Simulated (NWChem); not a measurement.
H5BN (+1) in NWChem

```xyz
7

B      0.9082     0.1008     0.0078
N     -0.6241    -0.0739    -0.0216
H      1.5447    -0.8917     0.1987
H      1.3037     1.2202    -0.1246
H     -0.9802     0.0898     0.9368
H     -0.9344    -1.0201    -0.2819
H     -1.1060     0.6148    -0.6166
```
Charge +1, spin multiplicity 1.

Everything below was run with NWChem. All single points use one geometry, from PBE0/def2-SVP, a minimum by its harmonic frequencies.

Symmetry labels belong to the abelian group C1 used in the runs, with the axes of the coordinates shown.

B3LYP has NWChem's definition, with VWN1-RPA local correlation. The structure started from a generated list of species.

Problem. List the lowest 4 singlet excitations that TD-B3LYP/def2-SVPD, VWN1-RPA local correlation gives, with oscillator strengths.

Solution. 
| state | symmetry | energy (eV) | wavelength (nm) | f |
|---|---|---|---|---|
| 1 | a | 6.05 | 205 | 0.000 |
| 2 | a | 8.01 | 155 | 0.040 |
| 3 | a | 9.05 | 137 | 0.003 |
| 4 | a | 10.76 | 115 | 0.029 |
